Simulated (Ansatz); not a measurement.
Geometry optimisation, RKS PBE0-D4/def2-SVP in Ansatz 0.2.0.

The input (input.yaml):

```yaml
crystal:
  periodic: [false, false, false]
  atoms:
    - { symbol: Si, position_ang: [0.0, 0.0, 0.0] }
    - { symbol: O, position_ang: [0.0, 0.0, 1.68] }
    - { symbol: C, position_ang: [-1.1112, -0.3437, 2.4945] }
    - { symbol: H, position_ang: [-1.814, -0.9775, 1.9143] }
    - { symbol: H, position_ang: [-0.7584, -0.9037, 3.3856] }
    - { symbol: H, position_ang: [-1.6313, 0.5809, 2.8212] }
    - { symbol: F, position_ang: [1.4994, 0.0, -0.5295] }
    - { symbol: O, position_ang: [-0.7913, 1.3709, -0.5594] }
    - { symbol: H, position_ang: [-1.7491, 1.1401, -0.7818] }
    - { symbol: F, position_ang: [-0.7489, -1.2974, -0.5295] }
basis:
  gaussian: { orbitals: def2-SVP }
hamiltonian:
  xc: pbe0
  dispersion: d4
relax:
  f_tol: 0.02
  max_steps: 40
```

Run as:

```bash
$ ansatz run input.yaml --threads 2 --pin off --max-ram 3072MiB --backend cpu --events-out ev --progress --plain --runs-dir out
```

**Question.** Where does it end, and by what steps?

**Answer.** The forces met the threshold. After 15 steps the energy has fallen by 0.289 eV; H9 moved furthest, 0.65 Å.

| step | energy less start (eV) | largest force component (eV/Å) | accepted |
| --- | --- | --- | --- |
| 0 | 0.0000 | 1.959 | yes |
| 1 | -0.1472 | 1.201 | yes |
| 2 | -0.2015 | 0.171 | yes |
| 3 | -0.2061 | 0.817 | yes |
| 4 | -0.2428 | 0.263 | yes |
| 5 | -0.2649 | 0.193 | yes |
| 6 | -0.2507 | 1.144 | no |
| 7 | -0.2713 | 0.088 | yes |
| 8 | -0.2820 | 0.242 | yes |
| 9 | -0.2853 | 0.343 | yes |
| 10 | -0.2880 | 0.070 | yes |
| 11 | -0.2886 | 0.029 | yes |
| 12 | -0.2747 | 0.894 | no |
| 13 | -0.2888 | 0.022 | yes |
| 14 | -0.2889 | 0.026 | yes |
| 15 | -0.2890 | 0.018 | yes |

```xyz
10
Properties=species:S:1:pos:R:3
Si -0.130 -0.061 0.020
O -0.041 -0.415 1.596
C -1.091 -0.402 2.532
H -1.730 -1.296 2.426
H -0.656 -0.406 3.541
H -1.721 0.497 2.424
F 1.364 0.117 -0.524
O -1.030 1.283 -0.194
H -1.311 1.516 -1.084
F -0.759 -1.263 -0.843
```

Time of the run: 51 s on 2 threads of Arm Neoverse V2, on a shared host, peak memory 0.24 GiB.
